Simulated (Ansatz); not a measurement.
Isolated molecules relaxed with PBE0-D4/def2-TZVP in Ansatz; ΔE leaves out vibrations. CBS: MP2 limit from def2 TZ/QZ plus the TZ coupled-cluster correction, frozen cores. This one scheme is used for every species. Functionals use def2-TZVPP. For Br outer-core shells are correlated without core-valence functions, which leaves a few kJ/mol of doubt a bond. Scalar relativity is left out up to krypton. One conformer a species, not always the lowest.

Reaction (formal exchange of groups at a C–Br bond): `BrCCBr` + SiH₄ → `[SiH3]CCBr` + HBr

```
     species  PBE0-D4 energy (Eh)
    `BrCCBr`          -5226.28110
        SiH₄           -291.75788
`[SiH3]CCBr`          -2943.59637
         HBr          -2574.45906
```

Task: Work out ΔE.

Result: ΔE = (-2943.59637) + (-2574.45906) − (-5226.28110) − (-291.75788) = -0.01645 Eh = -0.45 eV. CCSD(T)/CBS gives -0.42 eV.

Largest T1 diagnostic among the species: 0.011.

In def2-TZVPP, CCSD(T) changes the Hartree–Fock value by −0.05 eV (the triples alone add +0.01 eV) and MP2 by −0.05 eV.
